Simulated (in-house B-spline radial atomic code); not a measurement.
RPA and G0W0 for Ga³⁺, [Ar] 3d10, as one setting changes: the share of exact exchange in the PBE hybrid start. A dash marks a level of low quasi-particle weight. Computed with an all-electron radial atomic-structure program (B-spline basis): all electrons, scalar-relativistic (spin-free one-electron X2C), finite nucleus, each spin shell either full or empty, empty states to l = 9 with an (l + 1/2)⁻⁴ tail; G0W0 by contour deformation at full frequency.

| share of exact exchange in the PBE hybrid start | mean-field level (eV) | G0W0 level (eV) | RPA correlation (Eh) |
| --- | --- | --- | --- |
| 0 | -52.48 | 3d -63.45 | -2.1565 |
| 0.1 | -53.83 | 3d -63.51 | -2.1337 |
| 0.2 | -55.20 | 3d -63.54 | -2.1117 |
| 0.3 | ? | ? | ? |
| 0.4 | -57.95 | 3d -63.55 | -2.0699 |
| 0.5 | -59.33 | 3d -63.53 | -2.0499 |
| 0.6 | ? | ? | ? |
| 0.7 | -62.13 | 3d -63.46 | -2.0118 |
| 0.8 | -63.54 | 3d -63.41 | -1.9935 |
| 0.9 | -64.96 | 3d -63.35 | -1.9758 |
| 1 | -66.39 | 3d -63.28 | -1.9585 |

**Question.** What belongs in the row for 0.6?

**Answer.** mean-field level (eV): -60.73; G0W0 level (eV): 3d -63.50; RPA correlation (Eh): -2.0306.

**Question.** What belongs in the row for 0.3?

**Answer.** mean-field level (eV): -56.57; G0W0 level (eV): 3d -63.56; RPA correlation (Eh): -2.0904.

**Question.** At what share of exact exchange does G0W0 leave the highest level unchanged?

**Answer.** Near 0.79, where the shift changes sign (-1.326 eV at 0.7, +0.137 eV at 0.8).
